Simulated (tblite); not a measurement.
Compound: C₅H₆GaN.
SMILES with atom numbers: `[CH:1]#[C:2][Ga@@H-:3]1[CH2:4][CH2:5][C:6]#[N+:7]1` (hydrogens: H8 on C1; H9 on Ga3; H10, H11 on C4; H12, H13 on C5)
Bond orders are those of one Lewis drawing.

Computed with GFN2-xTB (tblite), gas phase: L-BFGS steps from a force-field or distance-geometry start until the largest atomic force falls under 0.01 eV/Å.

Step 22: E = -482.5681 eV
```
atom  x, y, z in Å  |  force x, y, z in eV/Å
C1     -3.6116    1.8271    1.4263    0.069  -0.021  -0.018
C2     -2.4399    1.6164    1.2126   -0.089  -0.030  -0.015
Ga3    -0.6340    1.1711    0.6238   -0.039  -0.021  -0.006
C4     -0.3524   -0.7465   -0.1646    0.000   0.027   0.007
C5      0.3437   -1.5470    0.9862   -0.012  -0.007  -0.031
C6      0.4208   -0.5176    1.9703    0.003  -0.034   0.002
N7      0.3612    0.4827    2.5500   -0.019  -0.007  -0.023
H8     -4.6277    2.0225    1.6347    0.003   0.023   0.035
H9      0.3293    2.3395    0.3409    0.063   0.041  -0.007
H10    -1.3066   -1.2297   -0.4101    0.043   0.005  -0.009
H11     0.2687   -0.8009   -1.0657   -0.030  -0.005   0.019
H12     1.3379   -1.9060    0.7118    0.016   0.020   0.015
H13    -0.2506   -2.3931    1.3363   -0.007   0.010   0.034
```

Step 23: E = -482.5687 eV
```
atom  x, y, z in Å  |  force x, y, z in eV/Å
C1     -3.6117    1.8272    1.4266    0.083  -0.022  -0.020
C2     -2.4416    1.6135    1.2070   -0.109  -0.019  -0.010
Ga3    -0.6359    1.1727    0.6189   -0.018  -0.044   0.007
C4     -0.3526   -0.7458   -0.1660    0.018  -0.016   0.021
C5      0.3440   -1.5472    0.9862   -0.014  -0.004  -0.035
C6      0.4206   -0.5174    1.9700   -0.007  -0.025  -0.014
N7      0.3584    0.4847    2.5460   -0.016  -0.005  -0.008
H8     -4.6260    2.0246    1.6403   -0.008   0.022   0.034
H9      0.3316    2.3395    0.3485    0.062   0.047  -0.017
H10    -1.3064   -1.2309   -0.4110    0.052   0.015  -0.009
H11     0.2693   -0.8018   -1.0668   -0.036  -0.006   0.025
H12     1.3392   -1.9069    0.7138   -0.004   0.029   0.009
H13    -0.2498   -2.3935    1.3388   -0.003   0.027   0.015
```

Step 24: E = -482.5694 eV
```
atom  x, y, z in Å  |  force x, y, z in eV/Å
C1     -3.6118    1.8271    1.4268    0.049  -0.015  -0.010
C2     -2.4441    1.6096    1.2006   -0.084  -0.014  -0.012
Ga3    -0.6380    1.1733    0.6144    0.016  -0.040   0.015
C4     -0.3525   -0.7453   -0.1669    0.030  -0.048   0.030
C5      0.3441   -1.5476    0.9858   -0.009  -0.001  -0.020
C6      0.4201   -0.5175    1.9694   -0.016  -0.007  -0.026
N7      0.3548    0.4867    2.5413   -0.010  -0.007   0.008
H8     -4.6240    2.0272    1.6469   -0.015   0.021   0.032
H9      0.3350    2.3402    0.3557    0.044   0.035  -0.021
H10    -1.3054   -1.2317   -0.4119    0.044   0.017  -0.009
H11     0.2694   -0.8023   -1.0675   -0.028  -0.006   0.020
H12     1.3404   -1.9073    0.7161   -0.020   0.032   0.000
H13    -0.2491   -2.3936    1.3416   -0.001   0.035  -0.005
```

Step 25: E = -482.5699 eV
```
atom  x, y, z in Å  |  force x, y, z in eV/Å
C1     -3.6118    1.8269    1.4269   -0.008  -0.003   0.005
C2     -2.4466    1.6056    1.1947   -0.031  -0.016  -0.019
Ga3    -0.6390    1.1727    0.6119    0.042  -0.017   0.016
C4     -0.3519   -0.7456   -0.1670    0.030  -0.051   0.026
C5      0.3441   -1.5480    0.9853    0.001   0.000   0.002
C6      0.4194   -0.5177    1.9686   -0.022   0.014  -0.026
N7      0.3513    0.4883    2.5370   -0.005  -0.012   0.021
H8     -4.6223    2.0297    1.6527   -0.015   0.018   0.028
H9      0.3385    2.3412    0.3609    0.019   0.012  -0.021
H10    -1.3041   -1.2319   -0.4126    0.025   0.009  -0.010
H11     0.2690   -0.8024   -1.0675   -0.011  -0.010   0.007
H12     1.3412   -1.9070    0.7177   -0.021   0.026  -0.009
H13    -0.2487   -2.3931    1.3437   -0.004   0.029  -0.018
```

**Question.** Estimate the geometry and energy of step 26. (The exact step hangs on the optimiser's Hessian estimate; all steps are aligned on step 25, rigid shifts and turns removed.)

**Answer.** E = -482.5703 eV, largest force 0.049 eV/Å
```
atom  x, y, z in Å  |  force x, y, z in eV/Å
C1     -3.6121    1.8267    1.4271   -0.046   0.006   0.015
C2     -2.4487    1.6025    1.1904    0.012  -0.019  -0.025
Ga3    -0.6386    1.1717    0.6112    0.045   0.008   0.012
C4     -0.3509   -0.7467   -0.1665    0.019  -0.027   0.011
C5      0.3441   -1.5483    0.9850    0.008   0.000   0.017
C6      0.4185   -0.5176    1.9675   -0.022   0.028  -0.017
N7      0.3486    0.4893    2.5342   -0.002  -0.014   0.030
H8     -4.6214    2.0317    1.6571   -0.010   0.015   0.023
H9      0.3411    2.3420    0.3635    0.000  -0.007  -0.019
H10    -1.3028   -1.2317   -0.4132    0.006  -0.002  -0.008
H11     0.2686   -0.8024   -1.0674    0.007  -0.014  -0.005
H12     1.3414   -1.9062    0.7185   -0.009   0.015  -0.013
H13    -0.2487   -2.3922    1.3449   -0.009   0.012  -0.020
```

The energy changes by -0.0004 eV. The first-order estimate −F·Δx gives -0.0005 eV and the mean of the old and new forces, exact on a quadratic surface, -0.0004 eV. The step makes an angle of 65° with the force vector and moves no atom by more than 0.006 Å.

What follows is the cost of the whole relaxation. Time: 0.63 s wall. Hardware: Arm Neoverse N1, one thread, shared host with 64 logical CPUs at a one-minute load of 61.
